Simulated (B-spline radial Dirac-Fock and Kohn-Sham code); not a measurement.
Level of theory: Dirac-Fock ΔSCF + Breit + QED; a radial finite-basis atomic code. K edges are those of the screened (neutral excited atom) model, which lie within a few eV to tens of eV of tabulated edges.

An X-ray tube with a palladium target emits Kα1 at 21175.6 eV and Kβ1 at 23815.6 eV. K edges of lighter neighbours: Nb 18984.3 eV, Mo 19999.6 eV, Tc 21044.5 eV, Ru 22116.2 eV, Rh 23217.8 eV.

Problem. Which of these can serve as a Kβ filter, and which fluoresce under Kα1?

Solution. A Kβ filter needs its edge between the two lines: Ru, Rh. Kα1 lies above the K edges of Nb, Mo, Tc, which therefore fluoresce.

Values without a named source are computed, but for edge energies of neutral atoms, which are taken from tables.
